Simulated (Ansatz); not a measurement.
Relaxation of BF₂H₂N (6 atoms, charge 0, multiplicity 1), to a largest force component of 0.02 eV/Å in at most 40 steps.

These are results of RKS B3LYP/def2-SVP (Ansatz 0.2.0), not measurements.

```xyz
6
Properties=species:S:1:pos:R:3
B 0.000 0.000 0.000
N 0.000 0.000 1.550
H -0.877 -0.271 2.080
H 0.877 0.271 2.080
F 1.143 0.000 -0.660
F -1.143 0.000 -0.660
```

Question: Where does it end, and by what steps?

Answer: The run converged. After 5 steps the energy has fallen by 0.550 eV; H3 moved furthest, 0.19 Å.

| step | energy less start (eV) | largest force component (eV/Å) | accepted |
| --- | --- | --- | --- |
| 0 | 0.0000 | 4.410 | yes |
| 1 | -0.4687 | 2.182 | yes |
| 2 | -0.5372 | 0.642 | yes |
| 3 | -0.5483 | 0.160 | yes |
| 4 | -0.5494 | 0.053 | yes |
| 5 | -0.5498 | 0.004 | yes |

```xyz
6
Properties=species:S:1:pos:R:3
B 0.000 0.000 0.082
N 0.000 0.000 1.479
H -0.847 -0.097 2.023
H 0.847 0.097 2.023
F 1.133 0.129 -0.609
F -1.133 -0.129 -0.609
```

Whether the end is a true minimum wasn't checked by a vibrational analysis.

The run took 13 s on 1 thread of Arm Neoverse V1, on a shared host, peak memory 0.13 GiB.
